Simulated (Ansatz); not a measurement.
Reactions of CH7FO2Si2, SMILES `CO[SiH](F)O[SiH3]`.

Gas-phase electronic energies from Ansatz, PBE0-D4/def2-TZVP geometries. CBS: MP2 limit from def2 TZ/QZ plus the TZ coupled-cluster correction, frozen cores. This one scheme is used for every species. DFT in def2-TZVPP. For Ge, Se outer-core shells are correlated without core-valence functions, which leaves a few kJ/mol of doubt a bond. Scalar relativity is left out up to krypton. One conformer a species, not always the lowest.

```json
{"reaction": "`CO[SiH](F)O[SiH3]` + H₂Se → `F[SiH]([SeH])O[SiH3]` + CH₃OH", "CCSD(T)/CBS(def2) (kJ/mol)": "?"}
{"reaction": "`CO[SiH](F)O[SiH3]` + `C[O][Al]([F])[O]C` → `CO[SiH](F)OC` + `C[O][Al]([F])[O][SiH3]`", "CCSD(T)/CBS(def2) (kJ/mol)": "-14"}
{"reaction": "`CO[SiH](F)O[SiH3]` + `[OH][GeH3]` → `CO[SiH](F)[O][GeH3]` + `O[SiH3]`", "CCSD(T)/CBS(def2) (kJ/mol)": "-2"}
{"reaction": "`CO[SiH](F)O[SiH3]` + `O=S(=O)(Cl)Cl` → `CO[SiH](Cl)O[SiH3]` + `O=S(=O)(F)Cl`", "CCSD(T)/CBS(def2) (kJ/mol)": "30"}
```

Problem. Fill in the missing values. (An estimate is asked.)

Solution. Ansatz gave: `CO[SiH](F)O[SiH3]` + H₂Se → `F[SiH]([SeH])O[SiH3]` + CH₃OH: +56.8 kJ/mol.

Largest T1 diagnostic: 0.016, for `O=S(=O)(Cl)Cl`.
